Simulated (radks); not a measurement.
The numbers below are computed, except where a source is named.
Problem. Ionisation of the iridium ion Ir24+, [Kr] 4d10 4f7, to Ir25+, [Kr] 4d10 4f6, under several functionals. Scalar-relativistic Kohn-Sham, spin-polarised, spherical densities, finite nucleus; open shells are filled with parallel spins first (spin-orbit coupling, left out, can overturn this in heavy ions); a radial shooting solver on a logarithmic mesh with Libxc functionals. Known Delta-SCF values: PBE 752.86 eV. What does PBEsol give, and what is its highest occupied eigenvalue?

Solution. 752.79 eV by Delta-SCF; the 4f eigenvalue is -728.69 eV. NIST: 770 eV (theoretical).
